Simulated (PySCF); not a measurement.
PySCF 2.14 output of a UHF calculation on a single atom or ion in cc-pVDZ-DK, with scalar relativity by spin-free X2C-1e:

```
SCF conv_tol = 1e-09
number electrons alpha = 8  beta = 6
cycle= 1 E= -341.158212354675  delta_E= -0.00373  |g|= 0.0223  |ddm|= 0.0757
cycle= 2 E= -341.158699387251  delta_E= -0.000487  |g|= 0.00811  |ddm|= 0.0286
cycle= 3 E= -341.158774352841  delta_E= -7.5e-05  |g|= 0.000219  |ddm|= 0.0177
cycle= 4 E= -341.158774415466  delta_E= -6.26e-08  |g|= 3.72e-05  |ddm|= 0.00206
cycle= 5 E= -341.158774417401  delta_E= -1.94e-09  |g|= 4.01e-06  |ddm|= 0.00048
cycle= 6 E= -341.158774417421  delta_E= -1.96e-11  |g|= 2.03e-07  |ddm|= 4.81e-05
converged SCF energy = -341.158774417421  <S^2> = 2.0098097  2S+1 = 3.0065327
```

The run itself started from symmetry-adapted Hartree-Fock orbitals and held the occupation by maximum overlap, so the iterations belong to that start.

Problem. Which element, charge and spin multiplicity is this?

Solution. P⁺ (phosphorus, charge +1), multiplicity 3; the state was [Ne] 3s2 3p2, high-spin 3P determinant.
